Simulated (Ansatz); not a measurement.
`[O+]#[C][Os-5]([C]#[O+])([C]#[O+])([C]#[O+])[n+]1ccccc1`. The species carries charge 0 and has multiplicity 1. Os takes the def2 core potential. The structure was optimised at the PBE0-D4/def2-TZVP level. It is one conformer, not always the lowest.

```xyz
20

O     3.209   -1.374    0.028
C     2.154   -1.358   -0.421
Os    0.372   -1.347   -1.195
C     0.842   -2.739   -2.388
O     1.131   -3.580   -3.105
C    -0.075   -0.198   -2.687
O    -0.341    0.458   -3.590
C    -1.057   -2.430   -0.466
O    -1.902   -3.090   -0.058
N    -0.100    0.259    0.215
C    -0.547   -0.016    1.447
C    -0.822    0.965    2.379
C    -0.624    2.292    2.039
C    -0.153    2.581    0.770
C     0.098    1.544   -0.106
H    -0.679   -1.063    1.684
H    -1.183    0.678    3.358
H    -0.828    3.084    2.749
H     0.026    3.599    0.449
H     0.479    1.734   -1.100
```

(1) What is the dipole moment at ωB97M-V/def2-TZVPP? (An estimate is asked.)

(2) And with PBE, r2SCAN, B3LYP? (Estimate.)

(3) Give the Mulliken charges with ωB97M-V, B3LYP, r2SCAN in def2-TZVPP. (Best estimate.)

Answers

(1) Ansatz gave: 7.25 D, with components (-1.43, 5.31, 4.73) D in this frame, pointing from negative to positive charge.

(2) The calculation gave: PBE 7.08 D, r2SCAN 7.26 D, B3LYP 7.33 D.

(3) The calculation gave: 
```tsv
atom	ωB97M-V	B3LYP	r2SCAN
O1	-0.12	-0.11	-0.14
C2	-0.01	-0.06	-0.04
Os3	0.14	0.23	0.31
C4	0.18	0.14	0.13
O5	-0.11	-0.10	-0.13
C6	-0.05	-0.09	-0.07
O7	-0.12	-0.11	-0.14
C8	-0.05	-0.09	-0.07
O9	-0.12	-0.11	-0.14
N10	-0.27	-0.20	-0.21
C11	0.10	0.06	0.11
C12	-0.14	-0.14	-0.12
C13	-0.07	-0.08	-0.05
C14	-0.14	-0.14	-0.12
C15	0.10	0.06	0.11
H16	0.14	0.14	0.11
H17	0.14	0.15	0.11
H18	0.14	0.15	0.12
H19	0.14	0.15	0.11
H20	0.14	0.14	0.11
```

B3LYP here is the variant with VWN-RPA as its local correlation; programs differ in this.
